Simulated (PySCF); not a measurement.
## C⁺: script and output

The script input.py:

```python
from pyscf import gto, scf, cc

mol = gto.M(
    atom='C 0 0 0',
    basis='def2-tzvp',
    charge=1,
    spin=1,
    verbose=3,
)
mf = scf.UHF(mol)
mf.kernel()
mycc = cc.CCSD(mf, frozen=1)
mycc.kernel()
mycc.ccsd_t()
mf.dip_moment()
print('orbital energies (hartree):', [e[max(0, n-3):n+3].round(4) for e, n in zip(mf.mo_energy, mol.nelec)])
```

```bash
$ python input.py
```

The log (some set-up lines and the per-cycle HOMO/LUMO lines with their warnings removed):

```
converged SCF energy = -37.2955408174783  <S^2> = 0.75656032  2S+1 = 2.0065496
E(UCCSD) = -37.36943404201591  E_corr = -0.07389322453763461
UCCSD(T) correction = -0.00113681721617918

WARN: System has nonzero charge 1; the dipole moment is origin-dependent.
Location of origin: [0. 0. 0.]

Dipole moment(X, Y, Z, Debye):  0.00000, -0.00000,  0.00000
orbital energies (hartree): [array([-11.9127,  -1.2237,  -0.9142,  -0.3623,  -0.3623,  -0.0345]), array([-11.8823,  -1.0873,  -0.3402,  -0.3402,  -0.2731])]
```

In short: E(SCF) = -37.295541 Eh, E(CCSD) − E(SCF) = -0.07389 Eh, (T) = -0.00114 Eh, ⟨S²⟩ = 0.757.

Wall time 1 s on one thread of a shared host.

No search for the lowest solution was made.
